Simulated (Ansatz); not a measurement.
Reaction (silylene formation by 1,1-elimination): `O[SiH]([SiH3])S` → `O[Si]S` + SiH₄

Computed with Ansatz on PBE0-D4/def2-TZVP structures; ΔE is electronic, products minus reactants. CCSD(T)/CBS is the MP2 limit (def2-TZVPP, def2-QZVPP) plus CCSD(T) − MP2 in def2-TZVPP, frozen cores. This one scheme is used for every species. DFT in def2-TZVPP. B3LYP here is the variant with VWN-RPA as its local correlation; programs differ in this. One conformer a species, not always the lowest.

`O[SiH]([SiH3])S`:

```xyz
10

O    -0.765    1.637   -0.670
Si   -0.321    0.056   -0.546
Si    1.411   -0.018    1.018
S    -1.913   -1.202    0.159
H    -1.596    1.833   -1.109
H     0.062   -0.500   -1.873
H     2.026   -1.372    0.994
H     0.865    0.243    2.377
H     2.454    0.996    0.708
H    -2.222   -1.675   -1.059
```

`O[Si]S`:

Z-matrix (Å, degrees):
```
O
Si 1 1.646
H 1 0.960 2 123.1
S 2 2.176 1 104.3 3 -0.0
H 4 1.346 2 99.8 1 -0.0
```

SiH₄:

Z-matrix (Å, degrees):
```
Si
H 1 1.485
H 1 1.485 2 109.5
H 1 1.485 2 109.5 3 -120.0
H 1 1.485 2 109.5 3 120.0
```

```csv
level,ΔE (kJ/mol)
BLYP-D4,109.8
B97M-V,134.3
BHLYP-D4,139.6
revPBE,112.8
B3LYP,109.7
SCS-MP2/def2-TZVPP,129.3
CCSD(T)/def2-TZVPP,129.0
MP2/def2-QZVPP,142.4
```

(1) What does CCSD(T)/CBS give? (An estimate is asked.)

Largest T1 diagnostic among the species: 0.015.

Results:

(1) Ansatz gave: +135.8 kJ/mol. The listed levels differ from it by -26.0, -1.5, 3.8, -23.0, -26.1, -6.5, -6.8, 6.6 kJ/mol.

The D4 term adds +14.8 kJ/mol with B3LYP and +8.3 kJ/mol with PBE0; it sums over pairs of atoms, weighted by their polarisabilities, and B3LYP, whose exchange is more repulsive, gets the larger term. Leaving LDA and LC-ωPBE aside and taking each functional with its dispersion term where it has one, the values, not all of them listed here, spread over 44.1 kJ/mol, from BLYP-D4 to r2SCAN0-D4. LDA lies +28.1 kJ/mol from PBE without D4. From r2SCAN to r2SCAN0 (25 % exact exchange), in def2-TZVPP and without D4, ΔE moves by +5.9 kJ/mol.
